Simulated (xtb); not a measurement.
xtb input (GFN-FF):

```bash
xtb mol.xyz --gfnff --opt tight --chrg 1 --uhf 0
```
mol.xyz:
```
4

H     -0.00000000    -0.00000000    -2.22228430
C     -0.00000000    -0.00000000    -1.14137802
C      0.00000000     0.00000000     0.08705893
C      0.00000000     0.00000000     1.42469980
```

End of the output:

```
         :::::::::::::::::::::::::::::::::::::::::::::::::::::
         ::                     SUMMARY                     ::
         :::::::::::::::::::::::::::::::::::::::::::::::::::::
         :: total energy               0.525430464331 Eh    ::
         :: gradient norm              0.000180554153 Eh/a0 ::
         ::.................................................::
         :: bond energy               -0.994682318875 Eh    ::
         :: angle energy               0.000000000000 Eh    ::
         :: torsion energy             0.000000000000 Eh    ::
         :: repulsion energy           0.051672756707 Eh    ::
         :: electrostat energy         1.469282542801 Eh    ::
         :: dispersion energy         -0.000842584530 Eh    ::
         :: HB energy                  0.000000000000 Eh    ::
         :: XB energy                  0.000000000000 Eh    ::
         :: bonded atm energy          0.000000068227 Eh    ::
         :: external energy            0.000000000000 Eh    ::
         :: add. restraining           0.000000000000 Eh    ::
         :: total charge               1.000000000000 e     ::
         :::::::::::::::::::::::::::::::::::::::::::::::::::::

           -------------------------------------------------
          |                Property Printout                |
           -------------------------------------------------

molecular dipole:
                 x           y           z       tot (Debye)
 q only:        0.000       0.000      -0.840       2.136
           -------------------------------------------------
          |                Geometry Summary                 |
           -------------------------------------------------

      molecular mass/u    :       37.0401484
   center of mass at/Å    :       -0.0000000      -0.0000000       0.0585621
  moments of inertia/u·Å² :        0.6369787E-16   0.4268538E+02   0.4268538E+02
rotational constants/cm⁻¹ :        0.2646498E+18   0.3949275E+00   0.3949275E+00

 * 2 selected distances

     #   Z          #   Z                                           value/Å
     2   6 C        3   6 C                                       1.2636150 (max)
     3   6 C        4   6 C                                       1.2289177 (min)

 * 1 distinct bonds (by element types)

   Z      Z             #   av. dist./Å        max./Å        min./Å
   6 C    6 C           2     1.2462663     1.2636150     1.2289177

optimized geometry written to: xtbopt.xyz

           -------------------------------------------------
          | TOTAL ENERGY                0.525430464331 Eh   |
          | GRADIENT NORM               0.000180554153 Eh/α |
           -------------------------------------------------
########################################################################
[WARNING] Runtime exception occurred
-1- gfnff_setup: Could not read topology file.
########################################################################

------------------------------------------------------------------------
------------------------------------------------------------------------
 total:
 SCF:
Note: The following floating-point exceptions are signalling: IEEE_UNDERFLOW_FLAG IEEE_DENORMAL
normal termination of xtb
 ANC optimizer:
```

It need not be the lowest isomer of its formula.
